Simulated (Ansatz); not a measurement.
Frontier orbitals of `C=C[B](C)[GaH][F]`.

```xyz
13

C    -1.960    1.025   -0.104
C    -1.162    0.072   -0.599
B     0.247   -0.173   -0.016
C     0.550   -0.025    1.508
Ga    1.778   -0.739   -1.341
F     1.737   -2.457   -1.796
H    -1.691    1.583    0.788
H    -2.892    1.311   -0.582
H    -1.488   -0.424   -1.513
H     0.625   -1.053    1.896
H     1.514    0.438    1.736
H    -0.238    0.467    2.085
H     2.981   -0.025   -2.061
```

The species carries charge 0 and has multiplicity 1. Correlated methods include outer-core shells of Ga, which these sets cover unevenly. Scalar relativity is left out up to krypton. All single points use the PBE0-D4/def2-TZVP geometry. It is one conformer, not always the lowest. Basis def2-TZVPP, Ansatz.

A caution on the coupled-cluster cation, which keeps the state that its UHF reference found: spin contamination of the cation.

Orbital energies of one run (eV). Highest occupied ones, from the top: -9.83, -11.26, -12.28, -12.53, -13.18, -13.34, -13.98, -14.56, -14.77, -15.13, -16.41, -17.14, -19.97, -23.31. Empty: 0.00, 1.10, 2.45, 3.01, 3.29, 4.00.

**Question.** Which functional gave them?
A. LC-ωPBE
B. B97M-V
C. revPBE
D. r2SCAN0

**Answer.** A. HOMO energies: LC-ωPBE -9.83, revPBE -5.99, r2SCAN0 -7.38, B97M-V -6.36 eV.

LC-ωPBE has ω = 0.4 bohr⁻¹.
